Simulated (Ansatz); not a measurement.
`[F][Hf]([F])([F])[Br]`, 5 atoms. The species carries charge 0 and has multiplicity 1. Correlated methods include outer-core shells of Br, Hf, which these sets cover unevenly. Scalar relativity is left out up to krypton. Hf: def2 effective core potential. All runs use 4 threads of an Arm Neoverse V1 on a shared host. Correlated methods freeze the cores.

**Question.** Give the basis size and wall time and peak host memory of each of these runs in Ansatz. RHF-CCSD(T)/def2-SVP energy; RHF-MP2/def2-QZVPP energy; RKS B97M-V/def2-TZVPP energy; RKS PBE0-D4/def2-TZVP relaxation (4 steps); RKS PBE0-D4/def2-TZVP frequencies; direct RPA on PBE orbitals/def2-TZVPP energy; RHF-CCSD(T)/def2-TZVPP energy; RKS LC-ωPBE/def2-TZVPP energy; RKS PBE0-D4/def2-TZVPP energy; RKS ωB97M-V/def2-SVP energy; RKS PBE0-D4/def2-SVP energy; RKS PBE-D4/def2-TZVPP energy and forces. (An estimate is asked.)

**Answer.** Computed: Other jobs shared the machine, so times are rough.

```
                                level                   job  functions  wall time  peak host memory (GiB)
                 RKS PBE0-D4/def2-SVP                energy        106      1.6 s                    0.24
                RKS PBE-D4/def2-TZVPP     energy and forces        197      2.2 s                    0.26
               RKS LC-ωPBE/def2-TZVPP                energy        197      2.6 s                    0.34
               RKS PBE0-D4/def2-TZVPP                energy        197      3.1 s                    0.54
direct RPA on PBE orbitals/def2-TZVPP                energy        197      5.5 s                    0.46
                 RHF-CCSD(T)/def2-SVP                energy        106      5.5 s                    0.46
                 RKS ωB97M-V/def2-SVP                energy        106      7.5 s                    0.38
                RKS B97M-V/def2-TZVPP                energy        197      9.5 s                    0.36
                   RHF-MP2/def2-QZVPP                energy        341       13 s                     1.3
                RKS PBE0-D4/def2-TZVP  relaxation (4 steps)        181       18 s                     0.5
                RKS PBE0-D4/def2-TZVP           frequencies        181       50 s                    0.49
               RHF-CCSD(T)/def2-TZVPP                energy        197       60 s                     1.9
```

LC-ωPBE has ω = 0.4 bohr⁻¹.
